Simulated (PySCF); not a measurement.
**Strontium: a sound run and one with changed settings**

Sound run: Sr [Kr] 5s2, Sr⁺ [Kr] 5s1. Calculation: PySCF 2.14, in x2c-TZVPall (8s6p6d1f, 63 functions); the spin-free X2C one-electron Hamiltonian (Gaussian nucleus). In the sound run the correlated levels freeze [Kr]. The sound run starts from symmetry-adapted Hartree-Fock orbitals and uses a fine grid where one is needed.

Changed run: basis STO-3G, all-electron and non-relativistic. This setting is unsound on purpose.

| species | method | sound run (hartree) | changed run (hartree) | converged |
| --- | --- | --- | --- | --- |
| Sr | UHF | -3177.31954 | -3099.11673 | yes |
| Sr | TPSS | -3179.11486 | -3100.44827 | yes |
| Sr | M06-2X | -3179.44550 | -3100.63924 | yes |
| Sr | MP2 | -3177.33683 | -3099.13044 | yes |
| Sr⁺ | UHF | -3177.14513 | -3099.06918 | yes |
| Sr⁺ | TPSS | -3178.90932 | -3100.34935 | yes |
| Sr⁺ | M06-2X | -3179.22804 | -3100.54119 | yes |

Ionisation energy of Sr:

```tsv
method	sound run (eV)	changed run (eV)
UHF	4.746	1.294
TPSS	5.593	2.692
M06-2X	5.917	2.668
MP2	5.216	1.667
SCS-MP2	5.310	1.742
```

A minimal basis cannot let orbitals breathe on ionisation and holds almost no correlation. The Hamiltonian changed with the basis, so the totals do not compare.

For comparison, NIST gives 5.695 eV between the lowest levels.
